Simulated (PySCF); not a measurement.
B(NH2)(NMe2)2, SMILES CN(C)B(N)N(C)C (GFN2-xTB optimised geometry):

```
22

B     -0.144    -0.579     0.000
N     -0.841    -1.814     0.000
H     -1.828    -1.890     0.159
H     -0.396    -2.698    -0.157
N     -0.883     0.646     0.000
C     -0.436     1.857     0.640
C     -2.268     0.724    -0.393
H     -0.403     2.698    -0.066
H     -1.122     2.134     1.452
H      0.552     1.711     1.066
H     -2.945     0.738     0.474
H     -2.441     1.642    -0.965
H     -2.524    -0.123    -1.025
N      1.287    -0.579     0.000
C      2.069    -1.724     0.394
C      2.093     0.429    -0.642
H      2.432    -2.296    -0.472
H      2.945    -1.397     0.967
H      1.476    -2.381     1.026
H      2.796     0.892     0.064
H      2.684    -0.016    -1.454
H      1.457     1.198    -1.069
```

Calculation: PBE0/def2-SVP in PySCF.

**Question.** What are the frontier orbital energies and the dipole moment?

**Answer.** HOMO-2 -7.99 eV, HOMO-1 -6.02 eV, HOMO -5.50 eV, LUMO 1.70 eV, LUMO+1 2.36 eV; dipole moment 0.74 D.

On the same geometry PBE/def2-SVP (PySCF) gives HOMO-2 -6.47 eV, HOMO-1 -4.64 eV, HOMO -4.17 eV, LUMO 0.83 eV, LUMO+1 1.47 eV; dipole moment 0.78 D.

Meta-Löwdin charges at PBE0/def2-SVP: B1 0.20, N2 -0.48, H3 0.21, H4 0.21, N5 -0.23, C6 -0.19, C7 -0.19, H8 0.08, H9 0.08, H10 0.11, H11 0.08, H12 0.09, H13 0.10, N14 -0.23, C15 -0.19, C16 -0.19, H17 0.08, H18 0.09, H19 0.10, H20 0.08, H21 0.08, H22 0.11.
